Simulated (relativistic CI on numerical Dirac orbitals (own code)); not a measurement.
Computed by Dirac-Coulomb-Breit CI, separate exchange-only KLI orbitals for each configuration, a model potential for QED, unscaled Slater integrals (own radial code, finite nucleus).

The strongest absorption lines from the ground level of an ion, among the configurations computed and to levels below about 85.1 eV (vacuum wavelength in Å, gf): 151.62 (0.015), 153.97 (0.11), 197.56 (0.17), 329.64 (0.94), 339.42 (0.66), 397.71 (0.27), 536.69 (0.061), 625.82 (0.052).

Which ion is it?
A. Ti⁸⁺
B. Ar⁴⁺
C. Ca⁴⁺
D. Ca⁶⁺

D. Ca⁶⁺ has 14 electrons and the ground level 3s2 3p2 3P_0; the strongest line goes to 3s2 3p 3d 3D°_1. The pattern of lines fixes the number of electrons, and along that sequence the line energies rise steadily with the charge (about as its square where n changes within one kind of shell, about linearly where n is kept but much faster in heavy ions where fine structure, which grows about as Z⁴, sets the gap, and irregularly where shells cross), which fixes Z. Configurations outside the model, such as inner-shell arrays, can give stronger lines. At this charge configurations can still be misplaced by up to about 7 % of their energy. 21 of the 21 excited levels that our extract of the measured tables holds in this range could be paired (the sources list more); they are missed by 6332 cm⁻¹ on average and 16929 at most, and levels without a partner can miss by more.

LS names give the leading component of a level, which can be under half, so a name can repeat, a term be missing and a line seem to break the LS rules.
